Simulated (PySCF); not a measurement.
Zn(OMe)(SH) (CH4OSZn), SMILES C[O][Zn][SH]. Atoms are numbered in the order given.

```xyz
8

Zn     0.0686     0.0525     0.0842
O      1.2745    -0.7759    -0.9290
C      1.0414    -1.4488    -2.1314
H      0.6284    -0.7978    -2.9310
H      1.9975    -1.8530    -2.5156
H      0.3506    -2.3127    -2.0294
S     -1.2492     1.1405     1.4363
H     -1.4910     0.0397     2.1895
```

Geometry optimised at B3LYP-D3(BJ)/def2-SVP. The structure was generated by enumeration; whether it is a known compound was not checked. The values are those of a single conformer.

All values below come from PySCF 2.14.0 with B3LYP-D3(BJ)/def2-SVP.

Frequencies are harmonic and unscaled.

```tsv
mode	ν (cm⁻¹)	IR (km/mol)	moving atoms (share of kinetic energy)
1	70	9.9	H 95 %
2	77	4.0	Zn 35 %, S 26 %, C 24 %, H 14 %
3	81	7.1	H 52 %, Zn 23 %, S 16 %, C 9 %
4	134	21.2	O 43 %, H 31 %, Zn 21 %
5	219	14.5	O 37 %, C 26 %, Zn 17 %, H 15 %
6	368	5.2	S 66 %, O 16 %, Zn 13 %
7	609	53.6	O 45 %, Zn 32 %, C 13 %
8	653	5.4	H 92 %
9	1148	248.2	O 46 %, C 39 %, H 15 %
10	1167	0.4	H 77 %, C 18 %
11	1194	37.2	H 64 %, C 22 %, O 14 %
12	1473	0.9	H 96 %
13	1474	0.1	H 96 %
14	1481	61.5	H 88 %, C 11 %
15	2655	3.0	H 97 %
16	2936	148.9	H 97 %
17	2984	88.5	H 90 %, C 10 %
18	3030	63.6	H 91 %, C 9 %
```
